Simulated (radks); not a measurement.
Question: Yb IV, 67 electrons, occupied as [Xe] 4f13. All-electron calculation, scalar-relativistic Kohn-Sham, PBE, spin-unpolarised, spherical densities, point nucleus. Program: a radial shooting solver on a logarithmic mesh with Libxc functionals. Some entries of the table are withheld. Estimate them.

orbital,occ.,eigenvalue (hartree),<r> (bohr)
1s,2,-2251.970,0.01966
2s,2,-382.5710,0.08333
2p,6,-337.2856,0.07415
3s,2,-87.21382,0.2167
3p,6,-73.56561,0.2162
3d,10,-56.96056,0.1961
4s,2,-18.16517,0.4875
4p,6,-13.68242,0.5177
4d,10,(1),0.5587
5s,2,-3.15202,(2)
5p,6,-2.09845,1.390
4f,13,(3),0.7321

Answer: 
(1) 4d eigenvalue (hartree): -7.78427
(2) 5s <r> (bohr): 1.186
(3) 4f eigenvalue (hartree): -1.32278
